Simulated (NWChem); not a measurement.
Program: NWChem. System: C2H4Cl2, charge 0, spin multiplicity 1, at a geometry optimised with PBE0/def2-SVP. The structure started from a generated list of species. Level: RHF/def2-TZVP.

Job file:

```
start mol
memory heap 200 mb stack 800 mb global 1000 mb
geometry units angstroms nocenter noautoz
  C      1.701657     0.320633     0.000000
  C      0.205652     0.499187     0.000000
  Cl    -0.516914    -0.214892    -1.466991
  Cl    -0.516914    -0.214892     1.466991
  H      1.955708    -0.748495     0.000000
  H      2.132937     0.790351    -0.896002
  H      2.132937     0.790351     0.896002
  H     -0.090372     1.555195     0.000000
  symmetry group Cs
end
basis spherical
  * library def2-tzvp
end
scf
  rhf
  nopen 0
  maxiter 100
  thresh 1e-7
  semidirect memsize 60000000 filesize 0
end
task scf energy
```

Part of the output:

```
             Northwest Computational Chemistry Package (NWChem) 7.3.0
             --------------------------------------------------------

                                NWChem Input Module
                                -------------------

 Scaling coordinates for geometry "geometry" by  1.889725989
 (inverse scale =  0.529177249)

 Turning off AUTOSYM since
 SYMMETRY directive was detected!

                             Geometry "geometry" -> ""
                             -------------------------

 Output coordinates in angstroms (scale by  1.889725989 to convert to a.u.)

  No.       Tag          Charge          X              Y              Z
 ---- ---------------- ---------- -------------- -------------- --------------
    1 C                    6.0000     1.70165700     0.32063300     0.00000000
    2 C                    6.0000     0.20565200     0.49918700     0.00000000
    3 Cl                  17.0000    -0.51691400    -0.21489200    -1.46699100
    4 Cl                  17.0000    -0.51691400    -0.21489200     1.46699100
    5 H                    1.0000     1.95570800    -0.74849500     0.00000000
    6 H                    1.0000     2.13293700     0.79035100    -0.89600200
    7 H                    1.0000     2.13293700     0.79035100     0.89600200
    8 H                    1.0000    -0.09037200     1.55519500     0.00000000

 Effective nuclear repulsion energy (a.u.)     208.9369525885

            Nuclear Dipole moment (a.u.)
            ----------------------------
        X                 Y               Z
 ---------------- ---------------- ----------------
    -0.0000226767    -0.0000113384     0.0000000000

      Symmetry information
      --------------------

 Group name             Cs
 Group number              2
 Group order               2
 No. of unique centers     6

      Symmetry unique atoms

     1    2    3    5    6    8


 Summary of "ao basis" -> "" (spherical)
 ------------------------------------------------------------------------------
       Tag                 Description            Shells   Functions and Types
[...]
 Vector   26  Occ=0.000000D+00  E= 1.347148D-01  Symmetry=a'
              MO Center=  9.0D-01,  1.1D+00,  6.5D-16, r^2= 6.4D+00
   Bfn.  Coefficient  Atom+Function         Bfn.  Coefficient  Atom+Function
  ----- ------------  ---------------      ----- ------------  ---------------
     5      4.197448  1 C  s                157     -2.011543  8 H  s
   139     -1.519105  5 H  s                145     -1.497719  6 H  s
   151     -1.497719  7 H  s                 44      0.941570  2 C  py
    36      0.716264  2 C  s                 43     -0.605554  2 C  px
     4     -0.576128  1 C  s                 13     -0.328828  1 C  py

 Vector   27  Occ=0.000000D+00  E= 1.616177D-01  Symmetry=a'
              MO Center=  1.0D+00,  2.5D-01, -6.0D-15, r^2= 7.5D+00
   Bfn.  Coefficient  Atom+Function         Bfn.  Coefficient  Atom+Function
  ----- ------------  ---------------      ----- ------------  ---------------
     5      5.586022  1 C  s                 36     -3.525442  2 C  s
   145     -1.584151  6 H  s                151     -1.584151  7 H  s
   139     -1.173001  5 H  s                 12     -0.797692  1 C  px
   157      0.738684  8 H  s                 35     -0.729659  2 C  s
    67      0.601072  3 Cl s                104      0.601072  4 Cl s

 Vector   28  Occ=0.000000D+00  E= 1.767495D-01  Symmetry=a'
              MO Center=  3.9D-01,  6.6D-01,  7.4D-14, r^2= 7.0D+00
   Bfn.  Coefficient  Atom+Function         Bfn.  Coefficient  Atom+Function
  ----- ------------  ---------------      ----- ------------  ---------------
     5      3.862761  1 C  s                 36     -3.759707  2 C  s
   157      3.007952  8 H  s                139     -1.767733  5 H  s
    44     -1.621722  2 C  py                43     -0.711635  2 C  px
    12     -0.585238  1 C  px                35      0.561476  2 C  s
   145     -0.473308  6 H  s                151     -0.473308  7 H  s

 center of mass
 --------------
 x =  -0.13666042 y =  -0.05372240 z =   0.00000000

 moments of inertia (a.u.)
 ------------------
         584.812298580094         -61.163368500730           0.000000000000
         -61.163368500730         780.604852098218           0.000000000000
           0.000000000000           0.000000000000         278.895755046694

  Mulliken analysis of the total density
  --------------------------------------

    Atom       Charge   Shell Charges
 -----------   ------   -------------------------------------------------------
    1 C    6     6.30   0.85  1.12  0.48  0.68  0.07  1.25  1.39  0.37  0.02  0.06  0.00
    2 C    6     5.90   0.85  1.12  0.48  0.73 -0.09  1.13  1.35  0.11  0.03  0.18  0.01
    3 Cl  17    17.14   2.01  0.45  1.52  1.09  0.85  4.18  1.69  1.07  2.81  1.42  0.01  0.04  0.01
    4 Cl  17    17.14   2.01  0.45  1.52  1.09  0.85  4.18  1.69  1.07  2.81  1.42  0.01  0.04  0.01
    5 H    1     0.88   0.26  0.48  0.11  0.02
    6 H    1     0.88   0.26  0.49  0.11  0.02
    7 H    1     0.88   0.26  0.49  0.11  0.02
    8 H    1     0.87   0.27  0.49  0.09  0.02

       Multipole analysis of the density wrt the origin
       ------------------------------------------------

     L   x y z        total         open         nuclear
     -   - - -        -----         ----         -------
     0   0 0 0     -0.000000      0.000000     50.000000

     1   1 0 0      0.698014      0.000000     -0.000023
     1   0 1 0      0.539849      0.000000     -0.000011
     1   0 0 1     -0.000000      0.000000      0.000000

     2   2 0 0    -27.869009      0.000000    141.571916
     2   1 1 0      0.292975      0.000000     33.687615
     2   1 0 1     -0.000000      0.000000      0.000000
     2   0 2 0    -27.575804      0.000000     28.247891
     2   0 1 1      0.000000      0.000000      0.000000
     2   0 0 2    -30.517337      0.000000    267.029074

 Task  times  cpu:       11.1s     wall:       11.1s

 Total times  cpu:       11.1s     wall:       11.1s
```
